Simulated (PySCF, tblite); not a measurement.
Compound: C4H8FNSi2.
Cartesian coordinates in Å at the GFN2-xTB level; atoms count from 1:
```
atom  x, y, z in Å
C1    -1.018   -1.459    0.950
C2    -0.416   -0.058    0.880
Si3   -1.160    1.174   -0.414
C4     0.668    1.505   -0.987
F5     1.124    2.774   -0.623
Si6    1.366    0.112    0.164
C7     1.776   -1.378   -0.883
N8     2.003   -2.300   -1.523
H9    -0.473   -2.085    1.655
H10   -2.058   -1.414    1.271
H11   -0.984   -1.945   -0.023
H12   -0.461    0.372    1.885
H13   -1.949    0.525   -1.459
H14   -1.819    2.355    0.134
H15    0.881    1.423   -2.055
H16    2.513    0.407    1.015
```

Theory: wB97X-D/def2-SVPD in PySCF (dipole) on a GFN2-xTB geometry, gas phase.

Masses are those of the commonest isotopes; rigid-rotor values at the optimised geometry. The values belong to one conformer with, in the numbering `[CH3:1][C@@H:2]1[SiH2:3][C@@H:4]([F:5])[Si@@H:6]1[C:7]#[N:8]`, C1–C2–Si3–C4 -130°, C2–Si3–C4–F5 -109°, Si3–C4–Si6–C7 104°, C1–C2–Si6–C4 130°.

Problem. What are A, B and C (MHz)?

Solution. Ia = 292.45, Ib = 424.16, Ic = 593.04 u·Å²; 505379 MHz·u·Å²/I gives A = 1728, B = 1191, C = 852.2 MHz.

Problem. Classify the top.

Solution. An asymmetric top; Ray's κ = -0.225.

Problem. What does the inertial defect say?

Solution. Not planar: Δ = Ic − Ia − Ib = -123.57 u·Å². For a rigid frame Δ = −2 Σ m c², so Σ m c² = 61.79 u·Å² lies off the ab plane: 14.17 from hydrogen and 47.62 from heavier atoms. The atom farthest from that plane is 2.01 Å away.

Problem. Give the other two planar moments, Paa and Pbb, and the rms extents of the mass along the axes.

Solution. Paa = Σ m a² = (Ib + Ic − Ia)/2 = 362.37 and Pbb = Σ m b² = (Ia + Ic − Ib)/2 = 230.66 u·Å². With the mass M = 145.02 u, the rms extents √(P/M) along a, b and c are 1.58, 1.26, 0.65 Å.

Problem. List the rotational levels J(Ka,Kc) to J = 2 (K).

Solution. Above 0(0,0), as E/k:
J = 1: 1(0,1) 0.098, 1(1,1) 0.124, 1(1,0) 0.140
J = 2: 2(0,2) 0.289, 2(1,2) 0.304, 2(1,1) 0.353, 2(2,1) 0.430, 2(2,0) 0.435
Those of J = 1 are B + C, A + C and A + B.

Problem. Which types of transition are allowed, and where do some lines up to J = 2 fall?

Solution. The dipole components are |μa| = 1.95 D, |μb| = 2.27 D, |μc| = 1.25 D. The squared components, which scale the intensities, stand as 0.74 : 1.00 : 0.30 (a : b : c). Some lines, for components of 0.1 D or more:

```tsv
type	branch	J(Ka,Kc)	MHz	lower level (cm⁻¹)
c	Q	2(1,2) ← 2(0,2)	315	0.201
a	Q	1(1,0) ← 1(1,1)	339	0.086
c	Q	1(1,1) ← 1(0,1)	537	0.068
b	Q	1(1,0) ← 1(0,1)	876	0.068
b	Q	2(1,1) ← 2(0,2)	1333	0.201
c	Q	2(2,1) ← 2(1,1)	1610	0.245
b	Q	2(2,0) ← 2(1,1)	1727	0.245
b	R	1(1,1) ← 0(0,0)	2580	0.000
b	Q	2(2,1) ← 2(1,2)	2628	0.211
c	R	1(1,0) ← 0(0,0)	2920	0.000
b	R	2(0,2) ← 1(1,1)	3433	0.086
a	R	2(1,2) ← 1(1,1)	3748	0.086
b	R	2(1,2) ← 1(0,1)	4285	0.068
a	R	2(1,1) ← 1(1,0)	4427	0.097
c	R	2(1,1) ← 1(0,1)	5303	0.068
b	R	2(2,1) ← 1(1,0)	6036	0.097
c	R	2(2,0) ← 1(1,0)	6154	0.097
c	R	2(2,1) ← 1(1,1)	6376	0.086
b	R	2(2,0) ← 1(1,1)	6493	0.086
```

Problem. Estimate the classical rotational partition function at 25 K, 100 K and 200 K.

Solution. Point group C1, symmetry number σ = 1; q = (√π/σ)·√((kT/h)³/(ABC)), k/h = 20836.6 MHz/K: 15900 at 25 K, 127000 at 100 K, 360000 at 200 K.

Its GFN2-xTB frequencies are all real (lowest 30 cm⁻¹). No vibrational averaging or centrifugal distortion is included, and the geometry carries the error of its method. A rigid rotor knows nothing of internal rotation, which can split or shift real lines. Quadrupole hyperfine structure (14N) is left out.
